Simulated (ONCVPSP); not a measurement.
## Before and after: ONCV potential for manganese

- Element: manganese (Mn)
- Generator: ONCVPSP 4.0.1
- Type: optimised norm-conserving Vanderbilt (ONCV)
- Functional: PBE
- Relativity: scalar-relativistic
- Frozen core: [Ne] 3s2
- Valence charge: 13
- Reference configuration: 3p6 3d5 4s1 4p1
- Partial waves: 4s: rc 2.30 bohr, ncon 4, nbas 8, qcut 2.3 1/bohr, 2 projectors, debl 0.9 Ha; 3p+4p: rc 1.45 bohr, ncon 4, nbas 7, qcut 9.6 1/bohr, 2 projectors; 3d: rc 1.65 bohr, ncon 4, nbas 9, qcut 7.7 1/bohr, 1 projector
- Local potential: polynomial inside 1.35 bohr (lpopt 5, dvloc0 -1 Ha)
- Core correction: none

All-electron outer shells of the reference configuration (PBE, scalar-relativistic, ld1.x):

```csv
shell,level (eV),outermost node (bohr),outermost maximum (bohr)
2p,-631.74,–,0.19
3s,-87.51,0.34,0.74
3p,-56.22,0.31,0.75
3d,-8.33,–,0.76
4s,-6.09,1.05,2.47
4p,-2.12,1.16,3.30
```

Change: d: rc 2.16.

Cutoffs: the cutoffs (Ha) at which the residual kinetic energy of the hardest occupied pseudo-wave falls to 1 and 0.1 mHa per electron; they do not see the model core or the augmentation charge, which bear on the density cutoff. Errors are all-electron minus pseudo energies relative to the spin-unpolarised reference configuration.

**Question.** How do hardness, ghosts and transferability respond?

**Answer.** The potential gets softer (30 Ha and 85 Ha → 30 Ha and 36 Ha); both files keep a bound ghost (s); of the 4 tests that both files solve, the error grows in 1 and shrinks in 1 by more than 15 % and 0.3 meV (median size 3.5 → 2.5 meV). A larger radius leaves more room for a smooth pseudo-wave, so fewer plane waves are needed.

| quantity | base | changed |
| --- | --- | --- |
| cutoff, loose | 30 Ha | 30 Ha |
| cutoff, tight | 85 Ha | 36 Ha |
| loose cutoff by channel | s 7.8 Ha, p 30 Ha, d 28 Ha | s 7.8 Ha, p 30 Ha, d 22 Ha |
| bound ghosts | s | s |
| GHOST(+) flags under 300 eV | none | none |
| error for 3p6 3d5 4s2 4p0, meV [ΔE -3.86 eV] | -3.8 | -3.7 |
| error for 3p6 3d5 4s1 4p0, meV [ΔE 4.56 eV] | +0.5 | +0.5 |
| error for 3p6 3d5 4s0 4p0, meV [ΔE 20.16 eV] | +7.8 | +1.3 |
| error for 3p6 3d5 4s0 4p1, meV [ΔE 9.30 eV] | -3.3 | -4.2 |
| s: phases at 2.33 bohr within 0.05 rad from the reference energy up to (Ha; the scan ends near 5) | 2.8 | 2.8 |
| p: phases at 1.47 bohr within 0.05 rad from the reference energy up to (Ha; the scan ends near 5) | to the end of the scan | to the end of the scan |

 A true bound ghost makes a file unfit for plane-wave use even where its test errors are small: the radial tests pick states by their node count and pass the ghost by.
